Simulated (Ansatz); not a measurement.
Species: CH₇Si₂ (charge 0, doublet). It need not be the lowest isomer of its formula. 
Coordinates optimised at B3LYP-D3(BJ)/def2-TZVP (Ansatz, a quantum-chemistry and plane-wave program):
```xyz
10

C     -1.6848    -0.9066     0.5862
Si    -0.6609     0.5072    -0.1236
Si     1.6254     0.0451    -0.2256
H     -2.7427    -0.6355     0.6099
H     -1.3687    -1.1417     1.6035
H     -1.5756    -1.8070    -0.0202
H     -0.8386     1.7252     0.7069
H     -1.1199     0.8208    -1.5004
H      1.9845    -1.0828    -1.1258
H      2.2679    -0.1717     1.0978
```
Charge 0, spin multiplicity 2.

Computed values are from Ansatz. Valence correlation only, unless marked. UHF or UKS for open shells. No spin-orbit coupling. Non-relativistic. Basis-set limits of correlation are two-point, X^-3; Hartree-Fock from the larger set.

**Question.** What is the dipole moment at CCSD(T)/aug-cc-pV(D+d)Z?

**Answer.** 0.90 D.

**Question.** What is the atomisation energy De at CCSD(T)/CBS(aug-cc-pV(T+d)Z,aug-cc-pV(Q+d)Z)?

**Answer.** 3124.1 kJ/mol.

**Question.** What is the T1 diagnostic at CCSD/aug-cc-pV(Q+d)Z?

**Answer.** 0.014.

**Question.** What is the total energy at CCSD(T)/CBS(aug-cc-pV(T+d)Z,aug-cc-pV(Q+d)Z)?

**Answer.** -620.3580 Eh.
